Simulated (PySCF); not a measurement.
## UHF on Zn (zinc, neutral)

Configuration: [Ar] 3d10 4s2, closed-shell 1S. All numbers are calculated (PySCF 2.14, the non-relativistic Hamiltonian (point nucleus), in dyall-av2z).

```
Total energy                                     : -1777.819287 hartree
One-electron energy                              : -2484.0097 hartree
Hartree (Coulomb) energy                         : 775.8280 hartree
Exchange energy                                  : -69.6376 hartree
Kinetic energy                                   : 1777.81152 hartree
⟨S²⟩                                             : 0.0000
⟨L²⟩                                             : 0.000
Sum of ⟨r⟩                                       : 22.01 bohr
Sum of ⟨r²⟩                                      : 35.06 bohr²
Density at the nucleus (Gaussians lack the cusp) : 18200 bohr⁻³
Langevin diamagnetic susceptibility              : -27.8 ×10⁻⁶ cm³/mol
```

```csv
shell,electrons,mean orbital energy (eV),"rms radius, mean of both spins (bohr)"
1s,2,-9614.0,0.0591
2s,2,-1207.2,0.248
2p,6,-1059.3,0.221
3s,2,-153.43,0.742
3p,6,-104.50,0.782
3d,10,-21.280,1.00
4s,2,-7.974,3.15
```

Spin-orbit constants ζ (cm⁻¹) from the X2C one-electron operator on these orbitals (non-relativistic here): bare nucleus, nucleus screened by l(l+1)(2l+1)/3 electrons, and screened by the Breit-Pauli mean field of the electrons.

```json
{"shell": "2p", "bare": "126700", "screened nucleus": "118200", "mean field": "114300"}
{"shell": "3p", "bare": "15740", "screened nucleus": "14690", "mean field": "14080"}
{"shell": "3d", "bare": "1639", "screened nucleus": "1093", "mean field": "996.6"}
```
